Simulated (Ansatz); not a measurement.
Gas-phase electronic energies from Ansatz, PBE0-D4/def2-TZVP geometries. CCSD(T)/CBS adds triple-zeta CCSD(T) − MP2 to the extrapolated MP2 energy (def2 sets, frozen cores). This one scheme is used for every species. Functionals use def2-TZVPP. For Ge outer-core shells are correlated without core-valence functions, which leaves a few kJ/mol of doubt a bond. Scalar relativity is left out up to krypton. Each species was taken in one conformer, which may not be the lowest.

Reaction (ligand exchange at a Ge–N bond): `[F][GeH]([Cl])[N]([SiH3])[SiH3]` + `N=C=O` → `O=C=[N][GeH]([F])[Cl]` + `[SiH3]N[SiH3]`

`[F][GeH]([Cl])[N]([SiH3])[SiH3]`:

Cartesian coordinates in Å:
```
F -0.229 -1.727 -2.141
Ge 0.856 -1.267 -0.875
Cl 1.016 -2.965 0.410
N 0.015 0.108 -0.051
Si -1.674 0.425 -0.359
Si 0.863 1.002 1.177
H 2.223 -0.951 -1.471
H -2.062 1.479 0.617
H -1.893 0.928 -1.737
H -2.501 -0.786 -0.138
H 0.805 2.459 0.896
H 0.303 0.752 2.529
H 2.279 0.543 1.141
```

`N=C=O`:

```xyz
4

N    -0.674   -0.212    0.297
C     0.393   -0.130   -0.265
O     1.398   -0.186   -0.843
H    -1.118    0.528    0.811
```

`O=C=[N][GeH]([F])[Cl]`:

```xyz
7

O     0.270   -0.443    2.874
C    -0.148   -0.298    1.803
N    -0.663   -0.153    0.722
Ge   -0.132    0.150   -0.975
F     0.367   -1.366   -1.617
Cl    1.578    1.408   -0.995
H    -1.274    0.701   -1.811
```

`[SiH3]N[SiH3]`:

```xyz
10

Si    1.487    0.344    0.329
N    -0.216    0.189    0.564
Si   -1.412   -0.404   -0.529
H     1.760    0.100   -1.108
H     2.267   -0.630    1.142
H     1.954    1.706    0.708
H    -0.551    0.427    1.488
H    -0.765   -0.553   -1.856
H    -2.557    0.542   -0.629
H    -1.967   -1.721   -0.110
```

(1) Is it downhill or uphill in electronic energy at CCSD(T)/CBS, and by how much? (An estimate is asked.)

(2) What do these levels give: r2SCAN-D4, r2SCAN, CAM-B3LYP, LC-ωPBE, HF/def2-TZVPP, CCSD(T)/def2-TZVPP? (An estimate is asked.)

Largest T1 diagnostic among the species: 0.018.

Answers

(1) The calculation gave: Downhill: ΔE = -10.4 kJ/mol.

(2) Computed: r2SCAN-D4 -12.5, r2SCAN -14.6, CAM-B3LYP -24.5, LC-ωPBE -20.5, HF/def2-TZVPP -36.5, CCSD(T)/def2-TZVPP -12.1 kJ/mol.

Leaving LDA and LC-ωPBE aside and taking each functional with its dispersion term where it has one, the values, not all of them listed here, spread over 10.3 kJ/mol, from B2PLYP to PBE-D4. LDA lies +9.7 kJ/mol from PBE without D4. The D4 term adds +12.1 kJ/mol with B3LYP and +6.9 kJ/mol with PBE0; it sums over pairs of atoms, weighted by their polarisabilities, and B3LYP, whose exchange is more repulsive, gets the larger term.

B3LYP here is the variant with VWN-RPA as its local correlation; programs differ in this.
